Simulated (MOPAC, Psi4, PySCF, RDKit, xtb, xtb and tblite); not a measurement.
Two geometries of SMILES c1csc(CCc2cccs2)c1 (C₁₀H₁₀S₂), singlet, relaxed at GFN2-xTB with one dihedral held; other torsions can differ between them too.

Structure A

```
22

C      2.2528     1.5652    -0.0323
C      2.6784     1.2391     1.2119
S      2.2386    -0.3675     1.6419
C      1.4662    -0.6089     0.1072
C      0.7484    -1.8788    -0.1883
C     -0.6143    -1.9100     0.5350
C     -1.4666    -0.7736     0.0907
C     -1.6929     0.4084     0.7221
C     -2.4987     1.2967    -0.0274
C     -2.8664     0.7806    -1.2248
S     -2.2391    -0.8035    -1.4626
C      1.5546     0.5085    -0.6614
H      2.4259     2.5225    -0.4904
H      3.2275     1.8367     1.9120
H      0.5848    -1.9571    -1.2651
H      1.3419    -2.7346     0.1398
H     -1.1070    -2.8603     0.3189
H     -0.4504    -1.8364     1.6120
H     -1.2999     0.6402     1.6962
H     -2.7861     2.2749     0.3145
H     -3.4698     1.2250    -1.9910
H      1.1370     0.5773    -1.6502
```

Structure B

```
22

C      2.7994     1.0143     1.1540
C      2.1682     1.7566     0.2128
S      0.9920     0.8417    -0.6473
C      1.3584    -0.5776     0.2831
C      0.6101    -1.8426     0.0495
C     -0.8361    -1.7591     0.5932
C     -1.7609    -2.6127    -0.2005
C     -2.6008    -2.2401    -1.2020
C     -3.2990    -3.3268    -1.7780
C     -2.9749    -4.5135    -1.2100
S     -1.8103    -4.3308     0.0431
C      2.3325    -0.3204     1.1954
H      3.5698     1.3977     1.7989
H      2.3147     2.7883    -0.0381
H      0.5612    -2.0318    -1.0266
H      1.1364    -2.6756     0.5171
H     -0.8481    -2.0485     1.6449
H     -1.1808    -0.7246     0.5184
H     -2.7224    -1.2192    -1.5183
H     -4.0095    -3.2226    -2.5785
H     -3.3441    -5.4923    -1.4432
H      2.7128    -1.0616     1.8759
```

Problem. Which is lower in energy at the level B3LYP-D3(BJ)/def2-SVP // GFN2-xTB run with Psi4, and by how much?

Solution. A is lower, by 3.00 kcal/mol (dihedral C4–C5–C6–C7: 60° in A, 150° in B).

E(B) − E(A) in kcal/mol at the other levels, on the same two geometries: GFN2-xTB (xtb and tblite) 2.50; MMFF94 // GFN2-xTB (RDKit) 0.60; B3LYP/def2-SVP // GFN2-xTB (Psi4) 0.49; PBE/def2-SVP // GFN2-xTB (Psi4) 0.99; PBE-D3(BJ)/def2-SVP // GFN2-xTB (Psi4) 2.56; UFF // GFN2-xTB (RDKit) 2.67; PM3, restricted, heats of formation // GFN2-xTB (MOPAC) -1.30; PM7, restricted, heats of formation // GFN2-xTB (MOPAC) 1.15; GFN1-xTB // GFN2-xTB (xtb) 1.77; restricted B3LYP/6-31G*, spherical d, density fitting // GFN2-xTB (PySCF) 0.37; restricted B3LYP/3-21G, density fitting // GFN2-xTB (PySCF) 0.74; restricted Hartree-Fock/3-21G, density fitting // GFN2-xTB (PySCF) 1.00; restricted BP86/6-31G*, spherical d, density fitting // GFN2-xTB (PySCF) 0.38.
